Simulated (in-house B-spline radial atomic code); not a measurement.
What moves the levels of Sm+ ([Xe] 4f6 6s1)? Method: Dirac-Hartree-Fock, average of configuration, Fermi nucleus of rms radius 5.0819 fm. Calculated with a B-spline radial code for spherical atoms.

Baseline run (computed): total energy -10428.9753 hartree, 1s1/2 at -1731.42 hartree, 6s1/2 at -10.292 eV with <r> = 4.14 bohr.

Scaling the speed of light c (a factor of 100 is close to the non-relativistic limit):

```
c/c0  ΔE (hartree)  6s1/2 level (eV)  6s1/2 <r> (bohr)
 0.9        -105.9          -10.4405             4.083
0.98       -18.191          -10.3168              4.13
1.02        16.973          -10.2685             4.149
 1.5         229.4          -9.99019             4.263
 100        394.67          -9.78809              4.35
```

Changing the nucleus:

```tsv
nucleus	ΔE (eV)
Gaussian nucleus of rms radius 5.0819 fm	-0.0957
uniform spherical nucleus of rms radius 5.0819 fm	0.0276
Gaussian nucleus of rms radius 0.01 fm	-18.7
Fermi nucleus of rms radius 4.9803 fm	-0.657
Fermi nucleus of rms radius 5.1835 fm	0.667
```

A larger nucleus binds the electrons less, roughly as the density at the nucleus times the change of the nuclear <r²>. At equal rms radius the shape enters only through higher moments. A radius of 0.01 fm is nearly a point.

(1) The nuclear charge is raised by 0.1. What does the Hellmann-Feynman theorem predict for the energy, and what is found?

Answers

(1) dE/dZ ≈ -Σ<1/r>, which is -412.05 at the start and -413.021 at the end; their mean times 0.1 is -41.254 hartree, and the two runs differ by -41.253 hartree.
